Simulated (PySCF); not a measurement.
## Zinc: a sound run and one with changed settings

Sound run: Zn⁺ [Ar] 3d10 4s1, Zn²⁺ [Ar] 3d10. All numbers are calculated (PySCF 2.14, scalar relativity by spin-free X2C-1e, in Sapporo-DKH3-DZP-2012 (6s4p3d1f, 40 functions)). In the sound run the correlated levels freeze [Ar]. The sound run starts from symmetry-adapted Hartree-Fock orbitals and uses a fine grid where one is needed.

Changed run: all electrons correlated in a basis built for the valence shell.

```json
{"species": "Zn⁺", "method": "MP2", "sound run (hartree)": "-1794.34786", "changed run (hartree)": "-1794.64809", "converged": "yes"}
{"species": "Zn²⁺", "method": "MP2", "sound run (hartree)": "-1793.69486", "changed run (hartree)": "-1793.99259", "converged": "yes"}
```

Ionisation energy of Zn⁺:

```json
{"method": "UHF", "sound run (eV)": "17.001", "changed run (eV)": "17.001"}
{"method": "MP2", "sound run (eV)": "17.769", "changed run (eV)": "17.837"}
{"method": "SCS-MP2", "sound run (eV)": "17.644", "changed run (eV)": "17.685"}
```

A valence basis has no tight correlating functions, so it recovers only part of the core correlation, and not evenly between atom and ion.

For comparison, NIST gives 17.964 eV between the lowest levels.
